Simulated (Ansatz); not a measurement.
Calculated with Ansatz (gas phase, PBE0-D4/def2-TZVP geometries, no zero-point term in ΔE). CCSD(T)/CBS is the MP2 limit (def2-TZVPP, def2-QZVPP) plus CCSD(T) − MP2 in def2-TZVPP, frozen cores. This one scheme is used for every species. Functionals use def2-TZVPP. B3LYP here is the variant with VWN-RPA as its local correlation; programs differ in this. Each species was taken in one conformer, which may not be the lowest.

Reaction (ligand exchange at the Si–C bond): `C=C[SiH2]C=N` + H–F → `N=C[SiH2]F` + `C=C`

Is it downhill or uphill in electronic energy at CCSD(T)/CBS, and by how much? (Estimate.)

Computed: Downhill: ΔE = -1.33 eV.

What do these levels give: B2PLYP, PBE0, B3LYP, SCS-MP2/def2-TZVPP, CCSD(T)/def2-TZVPP, MP2/CBS(def2)? (An estimate is asked.)

Computed: B2PLYP -1.44, PBE0 -1.33, B3LYP -1.48, SCS-MP2/def2-TZVPP -1.38, CCSD(T)/def2-TZVPP -1.34, MP2/CBS(def2) -1.31 eV.

Largest T1 diagnostic among the species: 0.012.

In def2-TZVPP, CCSD(T) changes the Hartree–Fock value by +0.26 eV (the triples alone add +0.04 eV) and MP2 by +0.28 eV. The D4 term adds +0.10 eV with B3LYP and +0.06 eV with PBE0; it sums over pairs of atoms, weighted by their polarisabilities, and B3LYP, whose exchange is more repulsive, gets the larger term.
